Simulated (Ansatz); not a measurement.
Isolated molecules relaxed with PBE0-D4/def2-TZVP in Ansatz; ΔE leaves out vibrations. CBS: MP2 limit from def2 TZ/QZ plus the TZ coupled-cluster correction, frozen cores. This one scheme is used for every species, atoms too. Open shells (•) are unrestricted, without spin–orbit coupling. Spin–orbit coupling would lower the free atoms: a little for Cl. One conformer a species, not always the lowest.

Consider the homolysis of the Cl–Si bond: `CO[SiH]([SiH3])Cl` → Cl• + `CO[SiH][SiH3]`•.

`CO[SiH]([SiH3])Cl`:

```xyz
12

C     0.869   -1.907    0.931
O     0.101   -0.739    0.725
Si    0.268    0.251   -0.562
Si   -1.248    2.007   -0.302
Cl   -0.174   -0.762   -2.312
H     0.584   -2.690    0.221
H     0.678   -2.262    1.945
H     1.940   -1.705    0.824
H     1.691    0.660   -0.710
H    -2.629    1.463   -0.235
H    -1.130    2.921   -1.468
H    -0.948    2.763    0.943
```

`CO[SiH][SiH3]`•:

Cartesian coordinates in Å:
```
C 0.600 1.347 -1.722
O 0.552 0.266 -0.820
Si 0.115 0.395 0.765
Si -0.446 -1.729 1.556
H -0.246 2.030 -1.579
H 1.530 1.912 -1.605
H 0.559 0.949 -2.737
H -0.999 1.396 0.877
H 0.748 -2.613 1.491
H -1.555 -2.372 0.797
H -0.858 -1.580 2.978
```

```tsv
species	CCSD/def2-TZVPP energy (Eh)
`CO[SiH]([SiH3])Cl`	-1155.25366
Cl•	-459.65888
`CO[SiH][SiH3]`•	-695.42239
```

**Question.** Work out ΔE.

**Answer.** ΔE = (-459.65888) + (-695.42239) − (-1155.25366) = 0.17239 Eh = +452.6 kJ/mol. CCSD(T)/CBS gives +480.4 kJ/mol.

Largest T1 diagnostic among the species: 0.015.

In def2-TZVPP, CCSD(T) changes the Hartree–Fock value by +98.3 kJ/mol (the triples alone add +9.3 kJ/mol) and MP2 by +122.9 kJ/mol; breaking electron pairs costs correlation energy, which Hartree–Fock lacks. At CCSD(T), def2-SVP lies −46.4 kJ/mol from the extrapolated value and def2-TZVPP −18.5 kJ/mol: correlation converges slowly with the basis, and small sets miss more of it in the bonded molecule than in its fragments.
